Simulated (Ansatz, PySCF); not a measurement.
Complex: GeH4 (SMILES [GeH4]) (first 5 atoms) with Si2H6 (SMILES [SiH3][SiH3]); geometry from B3LYP-D3(BJ)/def2-TZVP, rigid monomers moved along the line of their centres of mass till Ge1···Si7 is 4.75 Å.
(charge 0, multiplicity 1):
```xyz
13

Ge     0.012     0.138     0.045
H     -1.318     0.717    -0.457
H      0.690     1.148     0.982
H      0.934    -0.149    -1.150
H     -0.253    -1.166     0.811
Si     1.160    -0.069     4.745
Si    -1.180    -0.172     4.628
H      1.618     1.339     4.663
H      1.781    -0.838     3.640
H      1.620    -0.642     6.034
H     -1.770     0.444     5.842
H     -1.631    -1.582     4.544
H     -1.687     0.557     3.441
```

Interaction energies are E(AB) − E(A) − E(B) at the monomers' geometry in the complex; basis-set methods are counterpoise corrected. Rows marked so take none.

Rows in 3-21G, STO-3G carry no dispersion term and start afresh at each structure; the Pople sets are all-electron and without relativity.

Run with Ansatz (Gaussian orbitals); PySCF for 3-21G rows, STO-3G rows, the dispersion terms. 

One of these levels gives -0.55 kcal/mol for the interaction energy. Which?
A) HF/STO-3G (no counterpoise)
B) B3LYP/3-21G (no counterpoise)
C) PBE-D3(BJ)/def2-TZVPPD

B, B3LYP/3-21G (no counterpoise). The others give 0.09 (HF/STO-3G (no counterpoise)), -1.40 (PBE-D3(BJ)/def2-TZVPPD)

Ansatz is a quantum-chemistry and plane-wave program.
